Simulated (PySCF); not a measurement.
C6H9F2N.
SMILES with atom numbers: `[CH2:1]=[C:2]([F:3])/[C:4]([F:5])=[CH:6]\[N:7]([CH3:8])[CH3:9]` (hydrogens: H10, H11 on C1; H12 on C6; H13, H14, H15 on C8; H16, H17, H18 on C9)

Method: PBE0-D3(BJ)/def2-SVP geometry optimisation, gas phase (PySCF); density fitting, grid level 2; the optimiser is geomeTRIC in internal coordinates, started from a GFN2-xTB structure.

Step 0: E = -13266.7557 eV
```
atom  x, y, z in Å  |  force x, y, z in eV/Å
C1      3.2812    0.3545    0.0570   -0.113   0.034   0.022
C2      2.0230   -0.0711   -0.0076   -0.255  -0.584  -0.580
F3      1.6653   -0.8856   -1.0384    0.020   0.424   0.453
C4      0.9893    0.1706    0.9726    0.435   0.127   1.000
F5      1.5257    0.5014    2.1985   -0.186  -0.093  -0.633
C6     -0.3607    0.1092    0.9678    0.104   0.011  -0.313
N7     -1.2481    0.0256   -0.0481   -0.322  -0.020  -0.339
C8     -2.5944   -0.4097    0.2165    0.443   0.083  -0.147
C9     -0.8786    0.1071   -1.4358   -0.131  -0.001   0.395
H10     4.0016    0.0617   -0.6833    0.364  -0.271  -0.451
H11     3.5979    0.9943    0.8573    0.097   0.388   0.492
H12    -0.8182    0.2172    1.9446   -0.081   0.012   0.388
H13    -2.7379   -1.4565   -0.0744   -0.153  -0.353  -0.044
H14    -2.8198   -0.3129    1.2762   -0.086   0.027   0.369
H15    -3.2988    0.2033   -0.3504   -0.278   0.156  -0.155
H16    -1.7186    0.5207   -1.9963   -0.260   0.143  -0.189
H17    -0.6227   -0.8676   -1.8614    0.134  -0.259  -0.171
H18    -0.0255    0.7733   -1.5477    0.267   0.177  -0.097
```

Step 1: E = -13266.8207 eV
```
atom  x, y, z in Å  |  force x, y, z in eV/Å
C1      3.3200    0.2683    0.1005    0.059  -0.006  -0.007
C2      2.0316   -0.0780    0.0086   -0.021   0.122   0.134
F3      1.6093   -0.8168   -1.0253    0.003  -0.098  -0.078
C4      1.0017    0.2287    0.9839   -0.107   0.090  -0.252
F5      1.5182    0.6768    2.1487    0.055  -0.057   0.121
C6     -0.3548    0.1595    0.9417    0.033  -0.014   0.153
N7     -1.2491    0.0114   -0.0748    0.059  -0.018   0.032
C8     -2.5649   -0.4831    0.2226   -0.096  -0.023  -0.007
C9     -0.9206    0.1600   -1.4644    0.029  -0.011  -0.086
H10     4.0389   -0.0761   -0.6447   -0.035   0.003   0.020
H11     3.6538    0.8864    0.9329   -0.008  -0.032  -0.016
H12    -0.8192    0.2981    1.9266    0.007   0.032  -0.046
H13    -2.6907   -1.5500   -0.0478    0.016   0.013   0.020
H14    -2.7734   -0.3847    1.2981    0.017   0.005  -0.029
H15    -3.3256    0.0936   -0.3319    0.010  -0.021   0.013
H16    -1.7926    0.5787   -1.9936    0.004  -0.010   0.011
H17    -0.6432   -0.7925   -1.9509   -0.006   0.034  -0.003
H18    -0.0786    0.8553   -1.5833   -0.020  -0.010   0.023
```

**Question.** Estimate the geometry and energy of step 2. (The exact step hangs on the optimiser's Hessian estimate; all steps are aligned on step 1, rigid shifts and turns removed.)

**Answer.** E = -13266.8242 eV, largest force 0.134 eV/Å
```
atom  x, y, z in Å  |  force x, y, z in eV/Å
C1      3.3142    0.2514    0.0965   -0.009   0.031   0.047
C2      2.0166   -0.0591    0.0037    0.062  -0.057   0.015
F3      1.5964   -0.8057   -1.0282   -0.053  -0.021  -0.044
C4      0.9901    0.2621    0.9767   -0.003  -0.008  -0.003
F5      1.5249    0.6656    2.1521   -0.012   0.060   0.051
C6     -0.3656    0.1885    0.9505    0.116  -0.040  -0.052
N7     -1.2495    0.0206   -0.0723   -0.069   0.012   0.015
C8     -2.5579   -0.5001    0.2202   -0.018  -0.006  -0.009
C9     -0.9143    0.1720   -1.4614   -0.021   0.012  -0.019
H10     4.0172   -0.1193   -0.6497    0.001  -0.001   0.006
H11     3.6689    0.8551    0.9296    0.004   0.010  -0.009
H12    -0.8304    0.3347    1.9329    0.003  -0.009  -0.019
H13    -2.6561   -1.5721   -0.0389    0.008  -0.002   0.010
H14    -2.7727   -0.3960    1.2930   -0.004   0.005   0.001
H15    -3.3289    0.0527   -0.3430    0.005  -0.004  -0.004
H16    -1.7918    0.5713   -1.9958   -0.004   0.003   0.003
H17    -0.6125   -0.7724   -1.9471   -0.008   0.012   0.009
H18    -0.0880    0.8861   -1.5720    0.002   0.006   0.001
```

The energy changes by -0.0035 eV. The first-order estimate −F·Δx gives -0.0125 eV and the mean of the old and new forces, exact on a quadratic surface, -0.0034 eV. The step makes an angle of 78° with the force vector and moves no atom by more than 0.049 Å.

What follows is the cost of the whole optimisation. The run took 2.5 min of wall time on an Arm Neoverse V1 with one thread, no GPU, on a shared host, and the process peaked at 0.87 GiB of memory.
